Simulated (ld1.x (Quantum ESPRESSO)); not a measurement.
# u(r) = r·R(r): atom against pseudo-atom (Zr (Z = 40))

Columns: radius, all-electron u(r) and pseudo u(r) of the 5p shell (level -1.47 eV) of zirconium in the configuration [Kr] 4d2 5s2 5p0; PBE, scalar-relativistic, TM scheme, ld1.x (Quantum ESPRESSO) 7.5.

```csv
r (bohr),all-electron,pseudo
0.140,0.0349,0.0006
0.280,-0.1025,0.0000
0.420,-0.0896,0.0000
0.560,0.0061,0.0000
0.700,0.1030,0.0000
0.840,0.1681,0.0000
0.980,0.1957,0.0000
1.120,0.1911,0.0000
1.260,0.1626,0.0000
1.400,0.1183,0.0000
1.540,0.0651,0.0000
1.680,0.0080,0.0080
1.820,-0.0496,-0.0496
1.960,-0.1054,-0.1054
2.100,-0.1581,-0.1581
2.240,-0.2068,-0.2068
2.380,-0.2512,-0.2512
2.520,-0.2912,-0.2912
2.660,-0.3267,-0.3267
2.800,-0.3580,-0.3580
2.940,-0.3852,-0.3852
3.080,-0.4085,-0.4085
3.220,-0.4280,-0.4280
3.360,-0.4440,-0.4440
3.500,-0.4567,-0.4567
3.640,-0.4664,-0.4664
```

**Question.** How many radial nodes do the two functions have?

**Answer.** The all-electron 5p function has n − l − 1 = 3; the pseudo-wave has 0, since the states of the same l below it are removed with the core.

**Question.** At about which radius was the pseudo-wave matched?

**Answer.** 1.65 bohr, where the columns begin to agree (steps of 0.14 bohr).

**Question.** Is the pseudo-wave norm-conserving?

**Answer.** Yes: the TM scheme keeps the norm inside the radius equal to the all-electron one, which fixes the energy derivative of the logarithmic derivative at the level.
